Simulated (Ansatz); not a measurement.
CH7AlOSi2 can be A, `[AlH2][CH]1O[SiH2][SiH2]1`, or B, `[SiH3][AlH][SiH]1CO1`.

Computed with Ansatz on PBE0-D4/def2-TZVP structures; ΔE is electronic, products minus reactants. CCSD(T)/CBS adds triple-zeta CCSD(T) − MP2 to the extrapolated MP2 energy (def2 sets, frozen cores). Functionals use def2-TZVPP. B3LYP here is the variant with VWN-RPA as its local correlation; programs differ in this. Each species was taken in one conformer, which may not be the lowest.

Q: Which is lower in electronic energy at CCSD(T)/CBS, and by how much? (Estimate.)

A: The calculation gave: A, by 10.8 kcal/mol.

Q: Give E(B) − E(A) in kcal/mol with ωB97M-V, B3LYP, CCSD/def2-TZVPP, MP2/def2-TZVPP, HF/def2-TZVPP, B2PLYP, B3LYP-D4. (Estimate.)

A: Ansatz gave: ωB97M-V 13.0, B3LYP 8.4, CCSD/def2-TZVPP 10.4, MP2/def2-TZVPP 12.4, HF/def2-TZVPP 12.7, B2PLYP 10.1, B3LYP-D4 10.3. None reverses the order clearly.

Largest T1 diagnostic: 0.016.

From PBE to PBE0 (25 % exact exchange), in def2-TZVPP and without D4, E(B) − E(A) moves by +2.7 kcal/mol. The D4 term adds +1.9 kcal/mol with B3LYP and +0.9 kcal/mol with PBE0; it sums over pairs of atoms, weighted by their polarisabilities, and B3LYP, whose exchange is more repulsive, gets the larger term.
